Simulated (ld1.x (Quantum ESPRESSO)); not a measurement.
## An all-electron radial function and its pseudo partner (Al)

Columns: radius, all-electron u(r) and pseudo u(r) of the 3s shell (level -11.09 eV) of aluminium in the configuration [Ne] 3s2 3p0.5; PBE, scalar-relativistic, ultrasoft scheme, ld1.x (Quantum ESPRESSO) 7.5.

| r (bohr) | all-electron | pseudo |
| --- | --- | --- |
| 0.115 | 0.0973 | 0.0646 |
| 0.230 | -0.1414 | 0.1286 |
| 0.345 | -0.2834 | 0.1913 |
| 0.460 | -0.3000 | 0.2522 |
| 0.575 | -0.2325 | 0.3108 |
| 0.690 | -0.1209 | 0.3665 |
| 0.805 | 0.0072 | 0.4188 |
| 0.920 | 0.1353 | 0.4673 |
| 1.035 | 0.2540 | 0.5118 |
| 1.150 | 0.3586 | 0.5517 |
| 1.265 | 0.4473 | 0.5870 |
| 1.380 | 0.5201 | 0.6174 |
| 1.495 | 0.5780 | 0.6427 |
| 1.610 | 0.6225 | 0.6630 |
| 1.725 | 0.6549 | 0.6780 |
| 1.840 | 0.6762 | 0.6879 |
| 1.955 | 0.6876 | 0.6925 |
| 2.070 | 0.6905 | 0.6919 |
| 2.185 | 0.6861 | 0.6863 |
| 2.300 | 0.6757 | 0.6757 |
| 2.415 | 0.6602 | 0.6602 |
| 2.530 | 0.6408 | 0.6408 |
| 2.645 | 0.6182 | 0.6182 |
| 2.760 | 0.5934 | 0.5934 |
| 2.875 | 0.5669 | 0.5669 |
| 2.990 | 0.5394 | 0.5394 |

Problem. How many radial nodes do the two functions have?

Solution. The all-electron 3s function has n − l − 1 = 2; the pseudo-wave has 0, since the states of the same l below it are removed with the core.

Problem. At about which radius was the pseudo-wave matched?

Solution. 2.30 bohr, where the columns begin to agree (steps of 0.12 bohr).

Problem. Where does each function peak?

Solution. Outermost all-electron maximum near 2.07 bohr, pseudo maximum near 1.96 bohr (to the table’s step).

Problem. Is the pseudo-wave norm-conserving?

Solution. No, it belongs to an ultrasoft set: the norm inside the radius is not constrained, and the difference is carried by the augmentation charge.
